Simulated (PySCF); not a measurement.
HO3S, multiplicity 2. Atoms are numbered in the order given.

```xyz
5

O     -0.3615     1.4185     0.1159
S     -0.1544     0.0052    -0.2657
O     -0.9791    -1.0905     0.2629
O      1.4077    -0.3919     0.1396
H      1.9337     0.4283     0.1047
```
Charge 0, spin multiplicity 2.

Coordinates come from a B3LYP-D3(BJ)/def2-SVP optimisation. The isomer is the one that the SMILES or the coordinates give; other isomers of the formula were not compared. Other conformers were not sampled.

The numbers are results of PBE/def2-TZVPD in PySCF, not measurements.

Mulliken values depend strongly on the basis, most of all with diffuse functions as here. Atomic charges (e):

```
atom  Mulliken  meta-Löwdin  Mulliken spin
----  --------  -----------  -------------
O1       -0.38        -0.68           0.24
S2        0.74         1.58           0.39
O3       -0.34        -0.65           0.25
O4       -0.36        -0.62           0.13
H5        0.33         0.36           0.00
```
